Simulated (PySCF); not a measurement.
CH3Cl3Si, charge -1, doublet, geometry from GFN2-xTB of the parent state (a state made from the parent by changing its charge; the spin is typed, not shown lowest) (in this run its highest filled SCF level lies above zero, so its values depend strongly on the basis, on diffuse functions most of all); MP2/6-31G* in PySCF.

Here is a job for PySCF.
```python
from pyscf import gto, scf, mp

mol = gto.Mole()
mol.atom = '''
    C    -2.085393   -0.430024    0.057358
    Si   -0.225654   -0.046532    0.006206
    Cl    0.680406   -1.195024   -1.390628
    Cl    0.067757    1.900728   -0.455550
    Cl    0.609762   -0.425689    1.808829
    H    -2.266306   -1.469266    0.317442
    H    -2.594686    0.186602    0.792742
    H    -2.552211   -0.245996   -0.906287
'''
mol.basis = '6-31g*'
mol.charge = -1
mol.spin = 1
mol.verbose = 4
mol.build()

mf = scf.UHF(mol)
mf.kernel()

pt = mp.MP2(mf)
pt.kernel()
print('E(MP2) = %.10f' % pt.e_tot)
```

The log (banner, timings and long lists left out):

```
PySCF version 2.14.0

[INPUT] verbose = 4
[INPUT] num. atoms = 8
[INPUT] num. electrons = 75
[INPUT] charge = -1
[INPUT] spin (= nelec alpha-beta = 2S) = 1
[INPUT] symmetry False subgroup None
[INPUT] Mole.unit = angstrom
[INPUT] Symbol           X                Y                Z      unit          X                Y                Z       unit  Magmom
[INPUT]  1 C     -2.085393000000  -0.430024000000   0.057358000000 AA   -3.940821632085  -0.812627586990   0.108390911053 Bohr   0.0
[INPUT]  2 Si    -0.225654000000  -0.046532000000   0.006206000000 AA   -0.426424258913  -0.087932736028   0.011727640329 Bohr   0.0
[INPUT]  3 Cl     0.680406000000  -1.195024000000  -1.390628000000 AA    1.285780993511  -2.258268072282  -2.627906061152 Bohr   0.0
[INPUT]  4 Cl     0.067757000000   1.900728000000  -0.455550000000 AA    0.128042173022   3.591855357292  -0.860864736046 Bohr   0.0
[INPUT]  5 Cl     0.609762000000  -0.425689000000   1.808829000000 AA    1.152283181167  -0.804435624240   3.418191416171 Bohr   0.0
[INPUT]  6 H     -2.266306000000  -1.469266000000   0.317442000000 AA   -4.282697654459  -2.776510344135   0.599878440434 Bohr   0.0
[INPUT]  7 H     -2.594686000000   0.186602000000   0.792742000000 AA   -4.903245919243   0.352626674296   1.498065267440 Bohr   0.0
[INPUT]  8 H     -2.552211000000  -0.245996000000  -0.906287000000 AA   -4.822979802102  -0.464865067739  -1.712634220254 Bohr   0.0

nuclear repulsion = 440.805342727774
number of shells = 44
number of NR pGTOs = 243
number of NR cGTOs = 92
basis = 6-31g*
ecp = {}

******** <class 'pyscf.scf.uhf.UHF'> ********
method = UHF
initial guess = minao
damping factor = 0
level_shift factor = 0
DIIS = <class 'pyscf.scf.diis.CDIIS'>
diis_start_cycle = 1
diis_space = 8
diis_damp = 0
SCF conv_tol = 1e-09
SCF conv_tol_grad = None
SCF max_cycles = 50
direct_scf = True
direct_scf_tol = 1e-13
number electrons alpha = 38  beta = 37
Set gradient conv threshold to 3.16228e-05
init E= -1707.78484972861

cycle= 1 E= -1706.95623155376  delta_E= 0.829  |g|= 0.269  |ddm|=  6.1
cycle= 2 E= -1707.00441336108  delta_E= -0.0482  |g|= 0.0982  |ddm|= 0.84
cycle= 3 E= -1707.01171272659  delta_E= -0.0073  |g|= 0.0314  |ddm|= 0.433
cycle= 4 E= -1707.01402630613  delta_E= -0.00231  |g|= 0.017  |ddm|= 0.548
cycle= 5 E= -1707.01518308902  delta_E= -0.00116  |g|= 0.0126  |ddm|= 0.408
cycle= 6 E= -1707.01664208885  delta_E= -0.00146  |g|= 0.00643  |ddm|= 0.828
cycle= 7 E= -1707.01699748262  delta_E= -0.000355  |g|= 0.00304  |ddm|= 0.416
cycle= 8 E= -1707.01705307795  delta_E= -5.56e-05  |g|= 0.00145  |ddm|= 0.154
cycle= 9 E= -1707.01706263134  delta_E= -9.55e-06  |g|= 0.000636  |ddm|= 0.0593
cycle= 10 E= -1707.01706453621  delta_E= -1.9e-06  |g|= 0.000304  |ddm|= 0.0316
cycle= 11 E= -1707.01706488939  delta_E= -3.53e-07  |g|= 0.000133  |ddm|= 0.0209
cycle= 12 E= -1707.01706495254  delta_E= -6.31e-08  |g|= 4.51e-05  |ddm|= 0.0056
cycle= 13 E= -1707.01706495835  delta_E= -5.81e-09  |g|= 1.31e-05  |ddm|= 0.00214
cycle= 14 E= -1707.0170649587  delta_E= -3.55e-10  |g|= 4.3e-06  |ddm|= 0.000524
Extra cycle  E= -1707.01706495873  delta_E= -3.27e-11  |g|= 2.34e-06  |ddm|= 4.07e-05
converged SCF energy = -1707.01706495873  <S^2> = 0.75698909  2S+1 = 2.0069769

******** <class 'pyscf.mp.ump2.UMP2'> ********
nocc = (np.int64(38), np.int64(37)), nmo = (92, 92)
E(UMP2) = -1707.64815988305  E_corr = -0.631094924319322
E(SCS-UMP2) = -1707.62731329285  E_corr = -0.610248334113333
E_corr(same-spin) = -0.169691048157523
E_corr(oppo-spin) = -0.461403876161799
E(MP2) = -1707.6481598831
```
